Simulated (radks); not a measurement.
Q: All-electron atom: the titanium ion Ti11+ in [Ne] 3s1 (the NIST ground configuration). All-electron calculation, non-relativistic Kohn-Sham, exchange-only PBE, spin-polarised, spherical densities, point nucleus; open shells are filled with parallel spins first. Program: a radial shooting solver on a logarithmic mesh with Libxc functionals. Some entries of the table are withheld. Estimate them.

| orbital | occ. | eigenvalue (eV) | r(max) (bohr) | <r> (bohr) |
|---|---|---|---|---|
| 1s up | 1 | -5123.271 | 0.04612 | 0.07013 |
| 1s down | 1 | -5122.643 | 0.04612 | 0.07013 |
| 2s up | 1 | -798.4271 | 0.2696 | 0.3238 |
| 2s down | 1 | -797.4212 | 0.2697 | 0.3235 |
| 2p up | 3 | -713.6092 | 0.2184 | 0.2862 |
| 2p down | 3 | -712.7011 | 0.2184 | 0.2858 |
| 3s up | 1 | -279.1377 | (1) | 0.8531 |
| 3s down | 0 | -273.0015 | (2) | 0.8482 |

A: 
(1) 3s up r(max) (bohr): 0.7923
(2) 3s down r(max) (bohr): 0.7866
